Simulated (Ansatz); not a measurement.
Total energies of Be2S2⁺ (the lowest doublet isomer of a short search) from Ansatz at r2SCAN-D4/def2-TZVP, gas phase (1 Eh = 27.2114 eV = 2625.5 kJ/mol). The reference geometry is relaxed at PBE0-D4/def2-TZVP.

```
atom    x (Å)    y (Å)    z (Å)
 Be1   0.6356  -0.2511  -0.7682
 Be2  -0.6349   0.2492   0.7694
  S3  -1.1999  -0.8711  -0.7081
  S4   1.1992   0.8729   0.7069
```

```csv
state,geometry,energy (Eh)
charge 1 doublet,reference,-825.63154
charge 0 singlet,reference,-825.95234
charge 1 quartet,relaxed at PBE0-D4/def2-TZVP,-825.50042
```

Problem. Work out the vertical electron affinity, to the singlet.

Solution. E(charge 1 doublet) − E(charge 0 singlet) = -825.63154 − (-825.95234) = 0.32080 Eh = 8.73 eV.

Problem. Which of the charge 1 states is lowest, and how far above it are the others?

Solution. The doublet. quartet: -825.50042 − (-825.63154) = 0.13112 Eh = 344.3 kJ/mol.

The structure comes from a short search, and lower isomers may exist.
